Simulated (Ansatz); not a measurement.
Conformers of `CN([SiH2]O)[SiH](O)F`, each relaxed with PBE0-D4/def2-TZVP in Ansatz. CBS adds the triple-zeta coupled-cluster correction to the MP2 limit.

Not all of them had a frequency check.

Conformer A:

Z-matrix (Å, degrees):
```
C
N 1 1.468
H 1 1.095 2 110.4
H 1 1.095 2 111.9 3 120.3
H 1 1.091 2 111.1 3 -118.4
Si 2 1.740 1 113.5 3 -41.3
Si 2 1.693 1 118.9 3 140.7
O 6 1.633 2 110.8 1 -177.1
H 6 1.485 2 110.3 1 -58.1
H 6 1.489 2 106.9 1 59.4
O 7 1.644 2 107.0 1 -156.6
F 7 1.595 2 108.8 1 -37.5
H 7 1.479 2 116.8 1 80.3
H 8 0.964 6 114.8 2 -31.0
H 11 0.959 7 117.0 2 -162.6
```

Conformer B:

```xyz
15

C     1.097    0.429   -1.468
N     0.203    0.158   -0.340
Si   -1.326   -0.554   -0.750
O    -2.305   -0.553    0.561
Si    0.584    0.636    1.249
O     0.024   -0.465    2.335
F     2.175    0.733    1.342
H     1.171   -0.447   -2.122
H     0.747    1.271   -2.074
H     2.105    0.655   -1.120
H    -2.005    0.240   -1.804
H    -1.076   -1.926   -1.275
H    -1.904   -0.792    1.403
H     0.034    1.925    1.696
H     0.477   -1.311    2.368
```

Question: Which is lowest in electronic energy at CCSD(T)/CBS (frozen core, def2 sets), and by how much? (An estimate is asked.)

Answer: The calculation gave: A; B lies 4.0 kJ/mol higher.

Question: Give the energies relative to A (kJ/mol) with ωB97M-V/def2-TZVPP, PBE0/def2-TZVPP, CCSD/def2-TZVPP, CCSD(T)/def2-TZVPP, MP2/def2-QZVPP, SCS-MP2/def2-QZVPP, MP2/CBS(def2). (Estimate.)

Answer: The calculation gave: 
```tsv
level	B
ωB97M-V/def2-TZVPP	3.0
PBE0/def2-TZVPP	3.5
CCSD/def2-TZVPP	3.9
CCSD(T)/def2-TZVPP	3.8
MP2/def2-QZVPP	4.1
SCS-MP2/def2-QZVPP	3.8
MP2/CBS(def2)	4.1
```
